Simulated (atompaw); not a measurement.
## Reading a pseudo-wave (carbon)

Columns: radius, all-electron u(r) and pseudo u(r) of the 2s shell (level -13.65 eV) of carbon in the configuration [He] 2s2 2p2; PBEsol, scalar-relativistic, PAW (atompaw) scheme, atompaw 4.2.0.5.

```json
{"r (bohr)": "0.058", "all-electron": "-0.2526", "pseudo": "0.0748"}
{"r (bohr)": "0.115", "all-electron": "-0.3431", "pseudo": "0.1475"}
{"r (bohr)": "0.173", "all-electron": "-0.3369", "pseudo": "0.2201"}
{"r (bohr)": "0.231", "all-electron": "-0.2719", "pseudo": "0.2905"}
{"r (bohr)": "0.288", "all-electron": "-0.1764", "pseudo": "0.3570"}
{"r (bohr)": "0.346", "all-electron": "-0.0638", "pseudo": "0.4213"}
{"r (bohr)": "0.404", "all-electron": "0.0534", "pseudo": "0.4817"}
{"r (bohr)": "0.462", "all-electron": "0.1679", "pseudo": "0.5377"}
{"r (bohr)": "0.519", "all-electron": "0.2739", "pseudo": "0.5881"}
{"r (bohr)": "0.577", "all-electron": "0.3727", "pseudo": "0.6346"}
{"r (bohr)": "0.635", "all-electron": "0.4611", "pseudo": "0.6759"}
{"r (bohr)": "0.692", "all-electron": "0.5375", "pseudo": "0.7114"}
{"r (bohr)": "0.750", "all-electron": "0.6045", "pseudo": "0.7424"}
{"r (bohr)": "0.808", "all-electron": "0.6609", "pseudo": "0.7683"}
{"r (bohr)": "0.865", "all-electron": "0.7066", "pseudo": "0.7889"}
{"r (bohr)": "0.923", "all-electron": "0.7438", "pseudo": "0.8052"}
{"r (bohr)": "0.981", "all-electron": "0.7726", "pseudo": "0.8170"}
{"r (bohr)": "1.038", "all-electron": "0.7933", "pseudo": "0.8246"}
{"r (bohr)": "1.096", "all-electron": "0.8075", "pseudo": "0.8285"}
{"r (bohr)": "1.154", "all-electron": "0.8156", "pseudo": "0.8289"}
{"r (bohr)": "1.212", "all-electron": "0.8184", "pseudo": "0.8262"}
{"r (bohr)": "1.269", "all-electron": "0.8166", "pseudo": "0.8207"}
{"r (bohr)": "1.327", "all-electron": "0.8107", "pseudo": "0.8125"}
{"r (bohr)": "1.385", "all-electron": "0.8015", "pseudo": "0.8020"}
{"r (bohr)": "1.442", "all-electron": "0.7895", "pseudo": "0.7896"}
{"r (bohr)": "1.500", "all-electron": "0.7750", "pseudo": "0.7750"}
```

(1) How many radial nodes do the two functions have?

(2) Where does each function peak?

(3) Is the pseudo-wave norm-conserving?

Results:

(1) The all-electron 2s function has n − l − 1 = 1; the pseudo-wave has 0, since the states of the same l below it are removed with the core.

(2) Outermost all-electron maximum near 1.21 bohr, pseudo maximum near 1.15 bohr (to the table’s step).

(3) No, it belongs to a PAW set: the norm inside the radius is not constrained, and the difference is carried by the augmentation charge.
